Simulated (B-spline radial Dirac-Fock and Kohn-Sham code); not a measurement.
# Auger decay of the M1 hole in Sr³⁺

System: Sr³⁺ in the configuration [Ar] 3d10 4s2 4p5.

Input of the calculation (task.json; shells as n, l, electrons):

```json
{"items": [{
  "Z": 38,
  "q": 3,
  "cfg": [[1, 0, 2], [2, 0, 2], [2, 1, 6], [3, 0, 2], [3, 1, 6], [3, 2, 10], [4, 0, 2], [4, 1, 5]],
  "A": 88,
  "rrms": 4.224,
  "do": ["binding", "quiet", "decay"],
  "holes": ["K", "L1", "L2", "L3", "M1", "M2", "M3", "M4", "M5", "N1"]
}]}
```

Run with: `python xray_run.py task.json out`

Model: independent-particle radiative and Coulomb Auger rates from relativistic LDA hole-state orbitals, with Dirac-Fock energies. Program: a B-spline atomic structure program. Kinetic energies are configuration averages from the vacuum level; the two-hole energies are estimated from single-hole states.

| transition | kinetic energy (eV) | width (meV) | share (%) |
| --- | --- | --- | --- |
| M1-M2N2 | 3.77 | 421 | 8.3 |
| M1-M2N3 | 5.00 | 916 | 18.1 |
| M1-M3N2 | – | 852 | 16.8 |
| M1-M3N3 | – | 1430 | 28.3 |
| M1-M4M4 | 17.46 | 69.0 | 1.4 |
| M1-M4M5 | 18.72 | 55.6 | 1.1 |
| M1-M5M5 | 20.90 | 110 | 2.2 |
| M1-M4N1 | 128.6 | 360 | 7.1 |
| M1-M5N1 | 130.4 | 534 | 10.6 |
| M1-M5N3 | 155.0 | 103 | 2.0 |

A dash stands for an energy that rests on an unreliable hole state.

Coster-Kronig rates are the weakest part of this model and often come out 1.5 to 2.5 times too large. Channels within a few eV of threshold rest on estimated energies and may be closed in reality. The listed channels hold 96 % of the non-radiative rate. Summed by principal shells, of 5.06 eV in all: MMN 93.6 %, MMM 4.6 %, MNN 1.8 %.
